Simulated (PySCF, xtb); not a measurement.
H₄MoN₂OS, SMILES [NH2][Mo](=[O])(=[NH])[SH], multiplicity 1. The values are those of a single conformer.

Harmonic wavenumbers (cm⁻¹) from GFN2-xTB in xtb 6.7.1 at its own minimum, in rising order: 130, 139, 180, 191, 223, 254, 317, 346, 510, 546, 561, 606, 644, 691, 907, 1005, 1464, 2342, 3300, 3328, 3404.

Q: What does PySCF with PBE-D3(BJ)/def2-SVP give at its own minimum? (Estimate from the structure and the level; the computed values follow.)

A: 154, 156, 211, 211, 257, 288, 379, 389, 446, 518, 608, 629, 651, 718, 950, 986, 1452, 2590, 3466, 3470, 3573. Paired by order, the mean absolute difference is 60 cm⁻¹ and the zero-point energies are 30.1 and 31.6 kcal/mol.
